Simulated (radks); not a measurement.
Q: Species: Fe6+. Configuration: [Ar] 3d2. Method: scalar-relativistic Kohn-Sham, LB94 model potential, spin-polarised, spherical densities, finite nucleus; open shells are filled with parallel spins first; Fermi nuclear charge, rms radius 3.7377 fm; computed with a radial shooting solver on a logarithmic mesh with Libxc functionals. Some entries of the table are withheld. Estimate them.

| orbital | occ. | eigenvalue (hartree) | r(max) (bohr) |
|---|---|---|---|
| 1s down | 1 | -264.2706 | 0.03826 |
| 1s up | 1 | -264.2695 | 0.03826 |
| 2s down | 1 | -35.47473 | 0.2225 |
| 2s up | 1 | -35.45720 | 0.2225 |
| 2p down | 3 | -31.02341 | 0.1796 |
| 2p up | 3 | -31.00879 | 0.1796 |
| 3s up | 1 | -7.81740 | 0.6864 |
| 3s down | 1 | -7.72517 | 0.6873 |
| 3p up | 3 | (1) | 0.6904 |
| 3p down | 3 | (2) | 0.6916 |
| 3d up | 2 | -4.53025 | 0.6304 |
| 3d down | 0 | -4.45503 | 0.6300 |
| 4s up | 0 | -3.06895 | 1.676 |
| 4s down | 0 | -3.05219 | 1.688 |
| 4p up | 0 | (3) | (4) |
| 4p down | 0 | (5) | (6) |

A: 
(1) 3p up eigenvalue (hartree): -6.54172
(2) 3p down eigenvalue (hartree): -6.45355
(3) 4p up eigenvalue (hartree): -2.67642
(4) 4p up r(max) (bohr): 1.787
(5) 4p down eigenvalue (hartree): -2.66421
(6) 4p down r(max) (bohr): 1.803
